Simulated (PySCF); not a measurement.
SSi, neutral, multiplicity 1. Atoms are numbered in the order given.

```xyz
2

Si     0.0000     0.0000    -1.0408
S      0.0000     0.0000     0.9107
```

Geometry: PBE-D3(BJ)/def2-TZVPD.

The numbers are results of PBE/def2-TZVPD run with PySCF, not measurements.

Mulliken values depend strongly on the basis, most of all with diffuse functions as here. Atomic charges (e):

| atom | Mulliken | meta-Löwdin |
|---|---|---|
| Si1 | 0.22 | [?] |
| S2 | -0.22 | [?] |

Problem. Fill in the missing entries. (Estimate from the structure and the level; the computed values follow.)

Solution. 
- Si1, meta-Löwdin: 0.26
- S2, meta-Löwdin: -0.26
